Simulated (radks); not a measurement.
Q: The mean radii <r> (bohr) of the occupied orbitals of an atom or ion are listed with their occupations. Calculated with a radial shooting solver on a logarithmic mesh with Libxc functionals: Dirac Kohn-Sham, PBE, spin-unpolarised, spherical densities, point nucleus.

orbital      occ.      <r>
1s1/2           2  0.03916
2s1/2           2   0.1722
2p1/2           2   0.1474
2p3/2           4   0.1516
3s1/2           2   0.4908
3p1/2           2   0.4898
3p3/2           4   0.5001
3d3/2           4   0.4918
3d5/2           6   0.4953
4s1/2           2    1.247
4p1/2    0.666667    1.346
4p3/2     1.33333    1.366

Name the element and its charge. Open shells, if any, are shared by 2j + 1.

A: Z = 38, strontium, charge +6: Sr6+ in [Ar] 3d10 4s2 4p2. The 1s radius gives Z: for a bare nucleus <r> = (2 gamma + 1)/(2Z) with gamma = sqrt(1 - (Z/c)^2), 0.03844 bohr for Z = 38, and screening makes it slightly larger (0.03916 here). The occupations add up to 32, and the charge is Z minus that.
